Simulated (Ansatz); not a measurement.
A nudged elastic band was laid between two geometries of C$_{2}$H$_{9}$ClSi$_{2}$ (14 atoms, charge 0, multiplicity 1).

Computed with RHF/6-31G (Ansatz 0.2.0).

```yaml
movable_images: 9
climbing_image: yes
spring: 2.0 to 10.0 eV/Å², energy-weighted
optimiser: quadratic models (default)
start_path: IDPP
force_threshold: 0.03 eV/Å
iteration_limit: 60
end_points: relaxed
```

Initial state:

```xyz
14
Properties=species:S:1:pos:R:3
C -0.245 1.314 0.829
C -0.299 -0.142 0.304
Si 1.370 -1.057 0.636
Si -0.820 -0.228 -1.523
Cl -2.842 0.616 -1.734
H 0.494 1.902 0.295
H 0.015 1.335 1.881
H -1.203 1.808 0.720
H -1.055 -0.688 0.867
H 2.463 -0.430 -0.167
H 1.273 -2.499 0.260
H 1.707 -0.945 2.084
H 0.047 0.603 -2.394
H -0.918 -1.618 -2.032
```

Final state:

```xyz
14
Properties=species:S:1:pos:R:3
C -0.674 1.123 0.914
C -0.274 -0.256 0.338
Si 1.623 -0.566 0.533
Si -0.951 -0.526 -1.419
Cl 0.084 0.823 -2.821
H -0.223 1.932 0.352
H -0.354 1.219 1.946
H -1.750 1.265 0.895
H -0.755 -1.036 0.932
H 2.399 0.581 -0.013
H 2.028 -1.822 -0.166
H 1.926 -0.706 1.989
H -0.704 -1.897 -1.929
H -2.387 -0.164 -1.524
```

(1) Which bonds break or form, and what moves?

(2) What energy profile does the band end with?

(3) What is the geometry of the highest image?

Results:

(1) No bond is made or broken. The dihedral C1–C2–Si4–H13 goes from 55 to -174°.

(2) The forces met the threshold. The highest image is number 5 of 0 to 10, 0.089 eV above the first end and 0.067 eV above the last; the last end lies 0.022 eV above the first. Another band between the same ends (9 images) ends at a top of the same energy, where a vibrational analysis finds 1 clearly imaginary mode. Limits of this set-up: no polarisation functions.

```tsv
image	path coordinate (Å)	energy (eV)	dihedral C1–C2–Si4–H13 (°)
0	0.00	0.000	55
1	1.34	0.028	83
2	1.93	0.056	97
3	2.37	0.075	107
4	2.75	0.085	116
5	3.12	0.089	125
6	3.49	0.085	134
7	3.88	0.074	143
8	4.34	0.056	154
9	4.96	0.034	168
10	6.04	0.022	-174
```

(3) 
```xyz
14
Properties=species:S:1:pos:R:3
C -0.631 1.073 0.989
C -0.266 -0.271 0.312
Si 1.611 -0.660 0.535
Si -0.818 -0.420 -1.518
Cl -1.607 1.497 -2.260
H -0.117 1.907 0.528
H -0.359 1.051 2.038
H -1.693 1.276 0.930
H -0.806 -1.065 0.826
H 2.431 0.365 -0.173
H 1.935 -2.007 -0.026
H 1.950 -0.644 1.989
H 0.290 -0.747 -2.450
H -1.934 -1.384 -1.692
```

Time of the run: 4.1 min on 1 thread of Intel(R) Xeon(R) 6975P-C (Granite Rapids) (shared host), peak memory 0.18 GiB.
